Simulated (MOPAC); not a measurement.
MOPAC input (PM3):

```
PM3 PRECISE GNORM=0.05 LET XYZ GEO-OK AUX(PRECISION=9) THREADS=1
C3H8O

C    -1.86451500 1   -0.19305099 1   -0.30229087 1
C    -0.56333315 1   -0.04154812 1    0.48026975 1
C     0.64701013 1    0.05136304 1   -0.42749150 1
O     1.80978774 1    0.19009325 1    0.38569311 1
H    -1.85657416 1   -1.09701737 1   -0.91613990 1
H    -2.02991663 1    0.65781071 1   -0.96765210 1
H    -2.72100087 1   -0.25792182 1    0.36994247 1
H    -0.59818899 1    0.85497302 1    1.10460412 1
H    -0.42584240 1   -0.88977339 1    1.15582038 1
H     0.54058237 1    0.91196633 1   -1.10137152 1
H     0.71473927 1   -0.85110660 1   -1.04961729 1
H     2.58292759 1    0.24973953 1   -0.18405526 1
```

Output:

```
 *******************************************************************************
 **                                                                           **
 **                              MOPAC v23.2.5                                **
 **                                                                           **
 *******************************************************************************
 ** MOPAC's Digital Object Identifier: https://doi.org/10.5281/zenodo.6511958 **
 **                                                                           **
 ** Please cite the open-source release paper for use of this MOPAC version:  **
 ** J. E. Moussa and J. J. P. Stewart (2026)                                  **
 ** MOPAC: An open-source semiempirical molecular orbital program             **
 ** J. Open Source Softw., 11(119), 8025, https://doi.org/10.21105/joss.08025 **
 *******************************************************************************

                              PM3 CALCULATION RESULTS

 *******************************************************************************
 *  PM3        - The PM3 Hamiltonian to be used
 *  GEO-OK     - OVERRIDE INTERATOMIC DISTANCE AND OTHER SAFETY CHECKS
 *  LET        - OVERRIDE SOME SAFETY CHECKS
 *  PRECISE    - TIGHTER CRITERIA TO BE USED
 *  XYZ        - CARTESIAN COORDINATE SYSTEM TO BE USED
 *  GNORM      - EXIT WHEN GRADIENT NORM DROPS BELOW 0.050
 *  AUX        - OUTPUT AUXILIARY INFORMATION
 *******************************************************************************
PM3 PRECISE GNORM=0.05 LET XYZ GEO-OK AUX(PRECISION=9) THREADS=1
 C3H8O

   ATOM   CHEMICAL          X               Y               Z
  NUMBER   SYMBOL      (ANGSTROMS)     (ANGSTROMS)     (ANGSTROMS)

     1       C         -1.86451500  *  -0.19305099  *  -0.30229087  *
     2       C         -0.56333315  *  -0.04154812  *   0.48026975  *
     3       C          0.64701013  *   0.05136304  *  -0.42749150  *
     4       O          1.80978774  *   0.19009325  *   0.38569311  *
     5       H         -1.85657416  *  -1.09701737  *  -0.91613990  *
     6       H         -2.02991663  *   0.65781071  *  -0.96765210  *
     7       H         -2.72100087  *  -0.25792182  *   0.36994247  *
     8       H         -0.59818899  *   0.85497302  *   1.10460412  *
     9       H         -0.42584240  *  -0.88977339  *   1.15582038  *
    10       H          0.54058237  *   0.91196633  *  -1.10137152  *
    11       H          0.71473927  *  -0.85110660  *  -1.04961729  *
    12       H          2.58292759  *   0.24973953  *  -0.18405526  *

          CARTESIAN COORDINATES

    NO.       ATOM           X           Y           Z

     1         C         -1.8645     -0.1931     -0.3023
     2         C         -0.5633     -0.0415      0.4803
     3         C          0.6470      0.0514     -0.4275
     4         O          1.8098      0.1901      0.3857
     5         H         -1.8566     -1.0970     -0.9161
     6         H         -2.0299      0.6578     -0.9677
     7         H         -2.7210     -0.2579      0.3699
     8         H         -0.5982      0.8550      1.1046
     9         H         -0.4258     -0.8898      1.1558
    10         H          0.5406      0.9120     -1.1014
    11         H          0.7147     -0.8511     -1.0496
    12         H          2.5829      0.2497     -0.1841

  H: (PM3): J. J. P. STEWART, J. COMP. CHEM. 10, 209 (1989).
  C: (PM3): J. J. P. STEWART, J. COMP. CHEM. 10, 209 (1989).
  O: (PM3): J. J. P. STEWART, J. COMP. CHEM. 10, 209 (1989).

           Empirical Formula: C3 H8 O  =    12 atoms

      MOLECULAR POINT GROUP   :   Cs

      RHF CALCULATION, NO. OF DOUBLY OCCUPIED LEVELS = 13

          Geometry optimization using EF

          DIAGONAL MATRIX USED AS START HESSIAN

 CYCLE:     1  GRAD.:    40.175 HEAT: -61.17924
 CYCLE:     2  GRAD.:   364.176 HEAT: -37.57725
 CYCLE:     3  GRAD.:    68.971 HEAT: -59.81722
 CYCLE:     4  GRAD.:   203.332 HEAT: -50.21747
 CYCLE:     5  GRAD.:   208.144 HEAT: -49.19665
 CYCLE:     6  GRAD.:   174.423 HEAT: -55.25649
 CYCLE:     7  GRAD.:   199.624 HEAT: -46.68389
 CYCLE:     8  GRAD.:   156.561 HEAT: -53.67800
 CYCLE:     9  GRAD.:   203.432 HEAT: -49.61141
 CYCLE:    10  GRAD.:   143.472 HEAT: -54.24871
 CYCLE:    11  GRAD.:   155.708 HEAT: -53.85113
 CYCLE:    12  GRAD.:   200.888 HEAT: -52.82775
 CYCLE:    13  GRAD.:   202.399 HEAT: -51.49133
 CYCLE:    14  GRAD.:    81.418 HEAT: -58.50515
 CYCLE:    15  GRAD.:   134.991 HEAT: -56.29612
 CYCLE:    16  GRAD.:    40.104 HEAT: -61.59563
 CYCLE:    17  GRAD.:    45.697 HEAT: -61.28160
 CYCLE:    18  GRAD.:    14.570 HEAT: -62.18178
 CYCLE:    19  GRAD.:     9.054 HEAT: -62.21542
 CYCLE:    20  GRAD.:     4.280 HEAT: -62.23759
 CYCLE:    21  GRAD.:    21.765 HEAT: -62.10770
 CYCLE:    22  GRAD.:     0.910 HEAT: -62.24344
 CYCLE:    23  GRAD.:     2.872 HEAT: -62.24185
 CYCLE:    24  GRAD.:     1.952 HEAT: -62.24297
 CYCLE:    25  GRAD.:     1.752 HEAT: -62.24368
 CYCLE:    26  GRAD.:     2.484 HEAT: -62.24331
 CYCLE:    27  GRAD.:     1.726 HEAT: -62.24402
 CYCLE:    28  GRAD.:     0.405 HEAT: -62.24577
 CYCLE:    29  GRAD.:     0.148 HEAT: -62.24599
 CYCLE:    30  GRAD.:     0.273 HEAT: -62.24622
 CYCLE:    31  GRAD.:     0.114 HEAT: -62.24628
 CYCLE:    32  GRAD.:     0.028 HEAT: -62.24629

     GRADIENT =  0.02766 IS LESS THAN CUTOFF =  0.05000

 -------------------------------------------------------------------------------
 PM3 PRECISE GNORM=0.05 LET XYZ GEO-OK AUX(PRECISION=9) THREADS=1
 C3H8O

     GEOMETRY OPTIMISED USING EIGENVECTOR FOLLOWING (EF).
     SCF FIELD WAS ACHIEVED

                              PM3 CALCULATION
                                                       MOPAC v23.2.5 Linux

          FINAL HEAT OF FORMATION =        -62.24629 KCAL/MOL =    -260.43849 KJ/MOL

          COSMO AREA              =        106.96 SQUARE ANGSTROMS
          COSMO VOLUME            =         90.34 CUBIC ANGSTROMS

          GRADIENT NORM           =          0.02766          =       0.00799 PER ATOM
          IONIZATION POTENTIAL    =         10.883441 EV
          HOMO LUMO ENERGIES (EV) =        -10.883  3.229
          NO. OF FILLED LEVELS    =         13
          MOLECULAR WEIGHT        =         60.0956         POINT GROUP:  Cs

          MOLECULAR DIMENSIONS (Angstroms)

            Atom       Atom       Distance
            H    12    H     7     5.30078
            H     8    H     5     2.86313
            H     6    H     9     2.78014

          SCF CALCULATIONS        =         33

   ATOM   CHEMICAL          X               Y               Z
  NUMBER   SYMBOL      (ANGSTROMS)     (ANGSTROMS)     (ANGSTROMS)

     1       C         -1.83931656  *  -0.19058665  *  -0.30318633  *
     2       C         -0.56516529  *  -0.04127712  *   0.49618937  *
     3       C          0.64559977  *   0.05115518  *  -0.43001937  *
     4       O          1.79242138  *   0.18818180  *   0.37763328  *
     5       H         -1.82581278  *  -1.09653684  *  -0.92386370  *
     6       H         -1.99961209  *   0.66294258  *  -0.97548614  *
     7       H         -2.71479883  *  -0.25774773  *   0.35508773  *
     8       H         -0.62162540  *   0.85845272  *   1.14049221  *
     9       H         -0.44834715  *  -0.89572479  *   1.19194414  *
    10       H          0.55169933  *   0.91831593  *  -1.11382665  *
    11       H          0.72698878  *  -0.85587755  *  -1.06172096  *
    12       H          2.53163202  *   0.24373667  *  -0.21212178  *

                             CARTESIAN COORDINATES

   1    C       -1.839316557    -0.190586652    -0.303186329
   2    C       -0.565165287    -0.041277115     0.496189368
   3    C        0.645599773     0.051155179    -0.430019372
   4    O        1.792421376     0.188181798     0.377633278
   5    H       -1.825812777    -1.096536839    -0.923863696
   6    H       -1.999612092     0.662942575    -0.975486141
   7    H       -2.714798833    -0.257747730     0.355087732
   8    H       -0.621625396     0.858452721     1.140492214
   9    H       -0.448347150    -0.895724788     1.191944142
  10    H        0.551699326     0.918315928    -1.113826652
  11    H        0.726988778    -0.855877552    -1.061720964
  12    H        2.531632019     0.243736669    -0.212121785

           Empirical Formula: C3 H8 O  =    12 atoms

      MOLECULAR POINT GROUP   :   Cs

                  EIGENVALUES
 -39.07490 -34.02071 -25.47836 -21.27038 -17.76796 -16.64180 -15.71805 -14.18921
 -13.53224 -13.44433 -12.15025 -11.90025 -10.88344   3.22872   3.70830   3.73626
   3.97454   4.12962   4.26288   4.29640   4.72500   4.94512   4.95599   5.68885

              NET ATOMIC CHARGES AND DIPOLE CONTRIBUTIONS

  ATOM NO.   TYPE          CHARGE      No. of ELECS.   s-Pop       p-Pop
    1          C          -0.106747        4.1067     1.13707     2.96967
    2          C          -0.113713        4.1137     1.15953     2.95419
    3          C           0.073390        3.9266     1.15211     2.77450
    4          O          -0.311296        6.3113     1.80810     4.50320
    5          H           0.036799        0.9632     0.96320
    6          H           0.036799        0.9632     0.96320
    7          H           0.039676        0.9603     0.96032
    8          H           0.060083        0.9399     0.93992
    9          H           0.060081        0.9399     0.93992
   10          H           0.020411        0.9796     0.97959
   11          H           0.020405        0.9796     0.97959
   12          H           0.184113        0.8159     0.81589
 DIPOLE           X         Y         Z       TOTAL
 POINT-CHG.    -0.339    -0.058    -0.828     0.896
 HYBRID         0.240     0.006    -0.593     0.640
 SUM           -0.099    -0.052    -1.421     1.425

          ATOMIC ORBITAL ELECTRON POPULATIONS

     Atom    s        px        py        pz
    1  C   1.13707   0.96782   1.00725   0.99460
    2  C   1.15953   0.94241   1.03183   0.97995
    3  C   1.15211   0.87486   0.97482   0.92483
    4  O   1.80810   1.16979   1.97267   1.36073
    5  H   0.96320
    6  H   0.96320
    7  H   0.96032
    8  H   0.93992
    9  H   0.93992
   10  H   0.97959
   11  H   0.97959
   12  H   0.81589

 **********************
 *                    *
 * JOB ENDED NORMALLY *
 *                    *
 **********************

 == MOPAC DONE ==
```

The geometry given is a B3LYP-D3(BJ)/def2-TZVP minimum.
